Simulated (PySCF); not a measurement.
Gas-phase reaction: 2 GeH₂ + 2 F₂ → GeH₃F + GeHF₃

Method: PySCF energies (xtb for GFN2) plus ideal-gas RRHO corrections (1 bar). † marks an energy on the PBE0/def2-TZVP geometry and frequencies; other levels use their own. MP2 and CCSD(T) freeze the core. 6-31G* has spherical d functions here. All species are closed-shell singlets. B3LYP is the form with VWN-RPA correlation. Ge: all electrons, no relativistic terms. GeH₂, GeHF₃: computed as isolated molecules; such fragments, hydroxides, amides, oligomers or adducts are transient or little studied in the gas. MP2 isn't extrapolated to the basis-set limit; its ΔH°(298 K) is -1694.8 kJ in def2-SVP and -1739.0 kJ in def2-TZVPP. CCSD(T) isn't extrapolated to the basis-set limit; its ΔH°(298 K) is -1587.0 kJ in def2-SVP and -1639.7 kJ in def2-TZVPP. The harmonic model lacks anharmonicity and excited electronic states, which grow with temperature; levels with a mode under 35 cm⁻¹ are left out.

```
level              ΔE electronic, kJ  ΔH°(298 K), kJ  ΔS°(298 K), J/K  ΔG°(1200 K), kJ
-----------------  -----------------  --------------  ---------------  ---------------
B3LYP/def2-TZVP†               -1597           -1572             -298            -1221
CCSD(T)/def2-SVP†              -1612           -1587             -298            -1235
GFN2-xTB                       -1308           -1282             -284             -951
HF/6-31G*                      -1672           -1646             -302            -1288
HF/def2-TZVP†                  -1740           -1715             -298            -1364
MP2/def2-SVP†                  -1720           -1695             -298            -1343
PBE/def2-SVP                   -1550           -1525             -297            -1174
PBE0/def2-TZVP                 -1639           -1614             -298            -1262
r2SCAN/def2-TZVP†              -1671           -1646             -298            -1294
```
ΔH° is lowest at HF/def2-TZVP† and highest at GFN2-xTB. No reference value is set beside these.
